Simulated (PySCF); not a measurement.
Vertical excitations of a molecule C3H3Cl2F from TDDFT-PBE/def2-SVPD in PySCF, as energy in eV (oscillator strength): 5.68 (0.002), 5.69 (0.001), 6.34 (0.005), 6.44 (0.010), 6.51 (0.016), 6.65 (0.061), 6.81 (0.003), 6.86 (0.006), 7.06 (0.046), 7.59 (0.003). Lowest triplet (TDA): 5.22 eV. Coordinates come from a B3LYP-D3(BJ)/def2-SVP optimisation. Other conformers were not sampled.

Question: Pick the molecule that these values belong to.
A. CC(F)=C(Cl)Cl
B. F[C@@H]1CC1(Cl)Cl
C. C/C(Cl)=C(\F)Cl

Answer: B, F[C@@H]1CC1(Cl)Cl
